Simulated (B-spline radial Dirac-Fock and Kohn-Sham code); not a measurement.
## Re¹⁷⁺: scattering cross sections and density moments

System: Re¹⁷⁺, configuration 1s2 2s2 2p6 3s2 3p6 3d10 4s2 4p6 4d10 4f12.

Model: configuration-average Dirac-Fock orbitals. Program: a radial finite-basis atomic code.

```
Sum of ⟨r⟩                          : 18.64 bohr
Sum of ⟨r²⟩                         : 9.129 bohr²
Sum of ⟨1/r⟩                        : 542.70 per bohr
Langevin diamagnetic susceptibility : -7.23 × 10⁻⁶ cm³/mol
Lamb shielding (α²/3)Σ⟨1/r⟩         : 9633 ppm
```

Coherent scattering is the Thomson cross section weighted by f₀², without anomalous dispersion; incoherent scattering is Klein-Nishina weighted by S. The Lamb formula is the non-relativistic shielding expression. Electron correlation is left out. A dash stands where the photon energy is too low for the impulse approximation behind that column.

| hν (keV) | coherent (b) | incoherent (b) | incoherent per electron (b) |
| --- | --- | --- | --- |
| 5 | 1880 | – | – |
| 17.4793 | 710.4 | 11.57 | 0.200 |
| 20 | 605.4 | 12.98 | 0.224 |
| 30 | 363.6 | 17.19 | 0.296 |
| 50 | 171.5 | 21.25 | 0.366 |
| 200 | 16.36 | 21.52 | 0.371 |
| 500 | 2.962 | 16.30 | 0.281 |
| 1000 | 0.7706 | 12.11 | 0.209 |

Incoherent scattering overtakes coherent scattering between 50 and 200 keV.

Values without a named source are computed, but for edge energies of neutral atoms, which are taken from tables.
